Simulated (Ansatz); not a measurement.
`CC(Cl)OBF`, relaxed with RKS PBE0-D4/def2-TZVP in Ansatz from a PBE-D4/def2-SVP geometry. The force threshold is 0.005 eV/Å; the program also tests the step.

Charge 0, multiplicity 1.

Start:

```xyz
11

C     1.125    0.046    1.190
C    -0.188    0.085    0.440
Cl   -1.177    1.520    0.982
O     0.066    0.191   -0.944
B    -0.830   -0.235   -1.878
F    -1.974   -0.820   -1.510
H     1.713    0.958    0.969
H     1.707   -0.841    0.866
H     0.948   -0.018    2.279
H    -0.831   -0.791    0.656
H    -0.560   -0.096   -3.051
```

Task: By how much does the energy fall, and how many steps does the optimiser take? (Estimate.)

Result: Computed: 1.00 kcal/mol, in 8 steps, 1 of them rejected.

Task: Which bonds change most? (Estimate.)

Result: The calculation gave: C2–Cl3 from 1.825 to 1.798 Å; B5–H11 from 1.212 to 1.191 Å; C2–H10 from 1.108 to 1.090 Å; C1–H7 from 1.107 to 1.090 Å.

Task: Give the relaxed structure. (An estimate is asked.)

Result: The calculation gave: 
```xyz
11

C     1.114    0.044    1.178
C    -0.192    0.097    0.439
Cl   -1.155    1.512    0.985
O     0.056    0.210   -0.934
B    -0.817   -0.236   -1.863
F    -1.940   -0.842   -1.502
H     1.700    0.939    0.966
H     1.677   -0.833    0.849
H     0.940   -0.026    2.251
H    -0.825   -0.766    0.648
H    -0.557   -0.099   -3.017
```
